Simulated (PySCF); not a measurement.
Radial density of Al²⁺ (aluminium, charge +2)

M06-2X, [Ne] 3p1, 2P determinant (an excited configuration). Computed with PySCF 2.14 in aug-cc-pV(Q+d)Z with one added diffuse shell each of s, p, d, f, g type (8s7p6d4f3g, 114 functions), with no relativity, point nucleus.

```
r (bohr)  4πr²ρ (e/bohr)  4πr²(ρα − ρβ)
 0.00198         0.06525         0.0000
 0.00333          0.1783         0.0000
 0.00560          0.4755         0.0000
 0.00941           1.219         0.0000
  0.0158           2.919         0.0001
  0.0266           6.246         0.0003
  0.0448           11.08         0.0012
  0.0754           14.49         0.0049
   0.127           12.14         0.0198
   0.213           8.513         0.0590
   0.359           11.65         0.0943
   0.603           10.75         0.0353
    1.01           3.164         0.0331
    1.71          0.5543         0.3836
    2.87          0.3468         0.3463
    4.83         0.03579         0.0358
    8.12       6.361e-05         0.0001
```
